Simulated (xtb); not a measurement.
Here is a job for xtb.
```
$ xtb mol.xyz --gfn 1 --gbsa methanol --json

# file mol.xyz
8

F      1.40411511    -0.28283952    -1.02131229
C      0.76712540    -0.06168844     0.12248110
F      1.24344065     1.05549696     0.65908857
F      1.02641252    -1.06809983     0.94881838
C     -0.76712540     0.06168844    -0.12248110
F     -1.02641252     1.06809983    -0.94881838
F     -1.24344065    -1.05549696    -0.65908857
F     -1.40411511     0.28283952     1.02131229
```

Problem. Predict the total energy from GFN1-xTB with GBSA(methanol) (xtb).

Solution. -35.0818 Eh

Problem. Give the partial charges in atom order at the level GFN1-xTB with GBSA(methanol).

Solution. F1 -0.22, C2 0.65, F3 -0.22, F4 -0.22, C5 0.65, F6 -0.22, F7 -0.22, F8 -0.22

Problem. Give the dipole moment at the level GFN1-xTB with GBSA(methanol).

Solution. 0.00 D
